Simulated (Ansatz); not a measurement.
Consider the hydrogenolysis of a B–C bond: `OCB(O)O` + H₂ → `OBO` + CH₃OH.

Isolated molecules relaxed with PBE0-D4/def2-TZVP in Ansatz; ΔE leaves out vibrations. CCSD(T)/CBS is the MP2 limit (def2-TZVPP, def2-QZVPP) plus CCSD(T) − MP2 in def2-TZVPP, frozen cores. This one scheme is used for every species. Functionals use def2-TZVPP. B3LYP here is the variant with VWN-RPA as its local correlation; programs differ in this. One conformer a species, not always the lowest.

```csv
level,ΔE (kcal/mol),difference from CCSD(T)/CBS
PBE-D4,-1.3,0.6
PBE0-D4,-1.8,0.1
B3LYP-D4,-2.4,-0.5
ωB97X-V,-2.0,-0.1
ωB97M-V,-1.5,0.4
PBE,-2.6,-0.7
B3LYP,-4.5,-2.6
HF/def2-TZVPP,-7.5,-5.6
MP2/def2-TZVPP,-1.6,0.3
SCS-MP2/def2-TZVPP,-3.1,-1.2
CCSD/def2-TZVPP,-3.1,-1.2
CCSD(T)/def2-TZVPP,-2.2,-0.3
MP2/def2-QZVPP,-1.5,0.4
SCS-MP2/def2-QZVPP,-3.0,-1.1
MP2/CBS(def2),-1.4,0.5
CCSD/CBS(def2),-2.9,-1.0
CCSD(T)/CBS,-1.9,0
```

Largest T1 diagnostic among the species: 0.013.

The D4 term adds +2.1 kcal/mol with B3LYP and +1.1 kcal/mol with PBE0; it sums over pairs of atoms, weighted by their polarisabilities, and B3LYP, whose exchange is more repulsive, gets the larger term. In def2-TZVPP, CCSD(T) changes the Hartree–Fock value by +5.3 kcal/mol (the triples alone add +0.9 kcal/mol) and MP2 by +5.9 kcal/mol.
